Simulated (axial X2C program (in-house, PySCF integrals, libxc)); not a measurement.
## Nuclear properties of TaSe⁻

Computed with an axial X2C code built on PySCF integrals: two-component X2C with atomic mean-field Coulomb and Gaunt terms, Gaussian nuclei, basis Ta dyall-acv3z, Se dyall-acv3z with contracted cores.

R = 2.319 Å (near the PBE0 minimum at charge -1 of the determinant lowest at the starting distance; the state shown can have its own minimum elsewhere).

Determinant lowest in the PBE0 search, Ω = 1 (⟨Sz⟩ = 0.99, ⟨Lz⟩ = 0.01 at PBE0), spin on the atoms Ta 1.12, Se -0.13:

```json
{"level": "PBE0", "Eeff magnitude (GV/cm)": "24.2", "Ws magnitude Ta (kHz)": "24.1", "A∥/gI Ta (MHz)": "677", "qzz Ta (a.u.)": "-0.84", "A∥/gI Se (MHz)": "-2.28", "qzz Se (a.u.)": "-1.12"}
{"level": "HF", "Eeff magnitude (GV/cm)": "46.6", "Ws magnitude Ta (kHz)": "48.4", "A∥/gI Ta (MHz)": "1050", "qzz Ta (a.u.)": "-1.65", "A∥/gI Se (MHz)": "-36.3", "qzz Se (a.u.)": "-1.38"}
{"level": "B3LYP", "Eeff magnitude (GV/cm)": "18", "Ws magnitude Ta (kHz)": "18.1", "A∥/gI Ta (MHz)": "291", "qzz Ta (a.u.)": "-0.20", "A∥/gI Se (MHz)": "-18.4", "qzz Se (a.u.)": "-0.94"}
{"level": "LDA", "Eeff magnitude (GV/cm)": "9.18", "Ws magnitude Ta (kHz)": "9.2", "A∥/gI Ta (MHz)": "134", "qzz Ta (a.u.)": "0.48", "A∥/gI Se (MHz)": "-16.2", "qzz Se (a.u.)": "-0.93"}
{"level": "PBE", "Eeff magnitude (GV/cm)": "16.2", "Ws magnitude Ta (kHz)": "15.9", "A∥/gI Ta (MHz)": "439", "qzz Ta (a.u.)": "-0.25", "A∥/gI Se (MHz)": "0.701", "qzz Se (a.u.)": "-1.03"}
```

Determinant 0.43 eV from it at PBE0 and this distance, Ω = 0 (closed shell), highest spinor 90% Ta d, 3% Se p, 3% Ta p:

| level | qzz Ta (a.u.) | qzz Se (a.u.) |
| --- | --- | --- |
| PBE0 | -0.54 | -0.85 |
| HF | -1.51 | -1.23 |
| B3LYP | -0.39 | -0.78 |
| LDA | -0.13 | -0.80 |
| PBE | -0.41 | -0.80 |

Eeff is the effective electric field on the electron electric dipole moment in this Ω state and Ws the scalar–pseudoscalar constant of the nucleus named (defined with the proton number Z and per Ω); A∥ (defined per Ω) follows by multiplying with gI = μI/(I μN); qzz is the electric field gradient, eQq0 = 234.96 MHz × Q/barn × qzz. The operators were transformed with the bare-nucleus X2C matrices; with these basis sets, hyperfine constants and field gradients can be off by tens of per cent, and where levels differ in sign neither size nor sign is settled.

Each state is one determinant with collinear spin, which with several unpaired electrons need not be a pure state. Unrestricted Hartree–Fock can overshoot spin polarisation at the nuclei. For an anion, determinants above electron detachment, or with a positive highest level, are held by the basis set. A closed determinant beside an open π² or δ² triplet, such as (π1/2)², mixes with its partner pair into the 0⁺ component of the triplet and ¹Σ⁺, so its energy is not that of a level, and 0⁺ can lie lowest. With several open shells hyperfine constants can be off by a factor of several. Where Eeff spreads by more than a factor of two the levels disagree and none is to be relied on. Open-shell Ω = 0 determinants with evenly filled partner blocks cannot be reached by this program, so the Ω shown need not be the lowest component. States lie within half an eV, so the first need not be the ground state. Further determinants of the search, some of them spin-mixed, are not shown. Where a field gradient or hyperfine factor spreads by more than a factor of two over the levels, a constant derived from it is not to be relied on. PBE0 term energies can be off by some tenths of an eV.
